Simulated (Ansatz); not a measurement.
`N#[C][AlH2]` + HBr → `[AlH2][Br]` + `C#N` at 400 K and 1 bar (ligand exchange at the Al–C bond).

Calculated with Ansatz (gas phase, PBE0-D4/def2-TZVP geometries, no zero-point term in ΔE). CCSD(T)/CBS adds triple-zeta CCSD(T) − MP2 to the extrapolated MP2 energy (def2 sets, frozen cores). This one scheme is used for every species. For Br outer-core shells are correlated without core-valence functions, which leaves a few kJ/mol of doubt a bond. Scalar relativity is left out up to krypton.

```
      species  CCSD(T)/CBS energy (Eh)  H − E (kJ/mol)  S (J/(mol·K))
`N#[C][AlH2]`               -335.94780            76.3          290.6
          HBr              -2573.91920            27.6          207.2
 `[AlH2][Br]`              -2816.58301            54.6          281.1
        `C#N`                -93.32098            56.1          211.9
```

H − E and S are ideal-gas, rigid-rotor, harmonic terms from PBE0-D4/def2-TZVP. 1 Eh = 2625.50 kJ/mol, R = 8.31446 J/(mol·K).

By hand: ΔE, ΔH, ΔS and ΔG.

ΔE = (-2816.58301) + (-93.32098) − (-335.94780) − (-2573.91920) = -0.03699 Eh = -97.1 kJ/mol. Δ(H − E) = 54.6 + 56.1 − 76.3 − 27.6 = 6.8, so ΔH = -90.3 kJ/mol. ΔS = 281.1 + 211.9 − 290.6 − 207.2 = -4.8 J/(mol·K). ΔG = -90.3 − 400 × (-4.8)/1000 = -88.4 kJ/mol.

By hand: the equilibrium constant, and the temperature at which ΔG would vanish if ΔH and ΔS stayed fixed.

log₁₀ K = −ΔG/(RT ln 10) = 11.5. ΔG = 0 at ΔH/ΔS = 18812 K, far beyond where these terms or the molecules hold.

The number of gas molecules stays the same, so ΔS is small and ΔH decides. A doubt of 5 kJ/mol in ΔE shifts log₁₀ K by 0.7 here. These are equilibria of isolated gas molecules and say nothing of rates. Largest T1 diagnostic: 0.014 (customary marks: 0.02 for closed shells, 0.045 for open ones).
